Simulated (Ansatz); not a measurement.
`[AlH2][SiH]([SiH3])O[SiH3]` + BH₃ → `B[SiH]([SiH3])O[SiH3]` + `[AlH3]`  (formal exchange of groups at the Si–Al bond)

Isolated molecules relaxed with PBE0-D4/def2-TZVP in Ansatz; ΔE leaves out vibrations. CBS: MP2 limit from def2 TZ/QZ plus the TZ coupled-cluster correction, frozen cores. This one scheme is used for every species. DFT in def2-TZVPP. Each species was taken in one conformer, which may not be the lowest.

| level | ΔE (kJ/mol) |
| --- | --- |
| r2SCAN-D4 | 11.0 |
| PBE | 12.9 |
| PBE0 | 14.6 |
| SCS-MP2/def2-TZVPP | 14.6 |
| CCSD/def2-TZVPP | 13.9 |
| HF/def2-QZVPP | 13.4 |
| SCS-MP2/def2-QZVPP | 14.5 |
| MP2/CBS(def2) | 15.1 |

(1) What does CCSD(T)/CBS give? (An estimate is asked.)

Largest T1 diagnostic among the species: 0.013.

Results:

(1) The calculation gave: +14.6 kJ/mol. The listed levels differ from it by -3.6, -1.7, 0.0, 0.0, -0.7, -1.2, -0.1, 0.5 kJ/mol.
